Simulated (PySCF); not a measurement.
**Nd(BH4)2 at several levels of theory**

Computed with PySCF 2.14.0 (density fitting, no spin-orbit coupling) at the geometry relaxed with PBE0:

```xyz
11
Nd(BH4)2 (singlet in the valence; each metal's 4f electrons, 4 of them, lie in its core potential, out of spins and levels)
Nd    0.0000    0.0000    0.7016
B     2.6682   -0.0080    0.8124
H     3.8780   -0.0177    0.8648
H     2.1567   -0.8955    1.5382
H     2.2449   -0.2074   -0.3523
H     2.1870    1.0880    1.1897
B    -2.6682    0.0080    0.8124
H    -3.8780    0.0178    0.8647
H    -2.1567    0.8955    1.5382
H    -2.2449    0.2075   -0.3522
H    -2.1871   -1.0881    1.1897
```

```
level                                                 basis    state  HOMO (eV)  gap (eV)  charge on Nd1 (e)  population of f-type functions on Nd1 (polarisation alone where 4f lies in the core)  dipole about the centre of mass (D)  largest force component (eV/Å)
 PBE0     Nd lcecp-0-SVP with ECP50, B def2-SVP, H def2-SVP  singlet          –         –               0.82                                                                                  0.03                                 0.65                            0.01
 TPSS                                              the same  singlet          –         –               0.78                                                                                  0.02                                 0.64                            0.15
 PBE0  Nd lcecp-0-TZVP with ECP50, B def2-TZVP, H def2-TZVP  singlet          –         –               1.12                                                                                  0.03                                 0.65                            0.28
```

In the lcecp rows the 4f levels are missing from HOMO and gap, and the state counts the valence alone.

Charges are Mulliken's, which hang on the basis. The relaxation used the grid (50, 194), these runs (75, 302) or, all-electron (x2c bases, spin-free X2C Hamiltonian), (99, 590).

**Question.** What does PBE with Nd lcecp-0-SVP with ECP50, B def2-SVP, H def2-SVP give here?

**Answer.** state singlet, charge on Nd1 (e) 0.64, population of f-type functions on Nd1 (polarisation alone where 4f lies in the core) 0.03, dipole about the centre of mass (D) 0.63, largest force component (eV/Å) 0.17. Time: 12 s on 2 threads of Intel(R) Xeon(R) Platinum 8259CL CPU @ 2.50GHz (Skylake/Cascade Lake), on a shared host, from an already converged density.

No frequency check is given that shows the relaxed geometry to be a minimum. An lcecp potential fixes the number of 4f electrons, so in runs with it no electron can move into or out of that shell; real Nd(II) is rare or takes another configuration.
